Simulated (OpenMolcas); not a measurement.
# Sb3+: CASPT2 settings compared

```json
{
 "Program": "OpenMolcas 26.06",
 "Basis": "ANO-RCC-VDZP [6s5p3d1f]",
 "Scalar Hamiltonian": "DKH3, point nucleus",
 "Active space": "2 electrons in 8 orbitals (5s 5p 6s 6p)",
 "State averaging": "2S+1 = 1 even, 7 roots; 2S+1 = 3 even, 3 roots kept (CI in the orbitals of an earlier block); 2S+1 = 1 odd, 3 roots; 2S+1 = 3 odd, 3 roots kept (CI in the orbitals of an earlier block)",
 "Spin-orbit coupling": "state interaction with AMFI integrals over the reference wave functions, term energies averaged over their components"
}
```

Methods on the same reference wave functions:
A. CASSCF
B. SS-CASPT2, IPEA 0.3 Eh, sigma2 regulariser 0.1 Eh (closed shells correlated: 4d)
C. MS-CASPT2, IPEA 0.3 Eh, sigma2 regulariser 0.1 Eh (closed shells correlated: 4d)
D. XMS-CASPT2, IPEA 0.15 Eh, sigma2 regulariser 0.5 Eh (closed shells correlated: none)
E. XMS-CASPT2, IPEA 0.6 Eh, real shift 0.15 Eh (closed shells correlated: 4d)

Energies in cm-1 above 5s2 1S0, the measured ground level; measured values from Moore, Atomic Energy Levels, vol. III, NSRDS-NBS 35 (1971 reprint of NBS Circular 467, 1958).

```
      Level       A       B       C       D       E  Measured
    5s2 1S0     0.0     0.0     0.0     0.0     0.0       0.0
5s 5p 3P* 0   60350   62910   63280   59700   63570          
5s 5p 3P* 1   62552   65010   65380   61870   65670     66700
5s 5p 3P* 2   67727   70290   70660   67080   70950     72560
5s 5p 1P* 1  103031   94050   94420   98000   94610     95952
    5p2 3P0  149849  149920  150280  148980  150650    152076
    5p2 3P1  153330  153600  153980  152590  154310    156388
```

Deviations, from unrounded energies. A percentage is the sum of absolute deviations over the sum of measured energies, with the sign that they share, or ± where signs differ.

```csv
Against measurement,Levels,A,B,C,D,E
mean absolute deviation (cm-1),5,4300,2200,1800,3800,1500
other configurations (%),5,±3.9,-2.0,-1.6,±3.5,-1.4
```

E lies closest to measurement on these levels and A furthest from it. The largest miss of E in the table is 5p2 3P1, by -2100 cm-1. The ranking rests on the paired levels alone, and a cruder setting can come out closer through cancelling errors.

Among B to E the level of the table that moves most is 5s 5p 1P* 1, by 3900 cm-1 (lowest in B, highest in D). Moves below CASPT2's spread within the term are not significant.

The lowest spin-free term lies below A's lowest term by 0.303 hartree in B, 0.305 hartree in C, 0.001 hartree in D, 0.306 hartree in E.

CASPT2 does not keep the components of a term degenerate, so their means are used; among the terms shown or strongly mixed into the levels shown the widest spread is 26 cm-1 (5s 5p 1P*, E). Terms from blocks run as CI alone lack orbitals of their own. Active for correlation alone: 6p 6s; no level in the range computed is led by a configuration that fills them, so any true level of that kind is missing. The ¹D term of p² mixes with s d, which this space lacks. The basis is small and was not contracted for so high a charge. Measured partners are found by configuration, term and J. A level has none where our copy of the source lacks it or the pairing is in doubt (some pairs that miss far off the trend of their configuration count as doubtful), and it then counts in no deviation. Levels of configurations outside the active space are missing. The table leaves out levels that lie high or whose names do not pair safely across all columns.

* marks odd parity.
